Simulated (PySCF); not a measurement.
# Shapes and spin states of RuN(OH)

Computed with PBE0/[Ru def2-TZVP with ECP28, N def2-TZVP, O def2-TZVP, H def2-TZVP], scalar-relativistic core potentials, density fitting, no spin–orbit coupling, PySCF.

Relaxations began from a few typed shapes and spin states; open shells are unrestricted. The search is not exhaustive: other isomers or separated fragments can lie lower, and high-lying points may rest on an excited occupation.

(1) Which is the lowest minimum found?
A. quintet Cs: O–H 0.961 Å, Ru–N 1.668 Å, Ru–O 1.881 Å; H–O–Ru 117.0°, N–Ru–O 116.1°
B. triplet Cs: O–H 0.958 Å, Ru–N 1.592 Å, Ru–O 1.885 Å; H–O–Ru 129.3°, N–Ru–O 140.4°
C. singlet Cs: O–H 0.955 Å, Ru–N 1.553 Å, Ru–O 1.914 Å; H–O–Ru 138.3°, N–Ru–O 154.9°
D. quintet Cs: O–H 0.958 Å, Ru–N 1.701 Å, Ru–O 1.959 Å; H–O–Ru 132.2°, N–Ru–O 166.3°

Answers

(1) C. The others lie at 34.5 (triplet Cs), 140.2 (quintet Cs), 246.2 (quintet Cs, a saddle point) kJ/mol above it.
